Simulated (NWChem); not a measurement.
GaHCl2; SMILES [Cl][GaH][Cl]

```xyz
4

Ga     0.0000     0.0000    -0.5702
H      0.0000     0.0000    -2.1288
Cl    -1.8182     0.0000     0.5825
Cl     1.8182     0.0000     0.5825
```
Atoms are numbered in this order, from 1.

Program: NWChem. All runs use the structure optimised with PBE-D3(BJ)/def2-SVP. Ions are spin-unrestricted doublets at the neutral geometry; other ion states weren't tried.

For level PBE/aug-cc-pVDZ:

```
Property       Result
-------------  ------
−ε(HOMO) (eV)    7.79
```

Task: How do the values read with level B3LYP/aug-cc-pVDZ instead?

Result: −ε(HOMO) (eV): 8.90
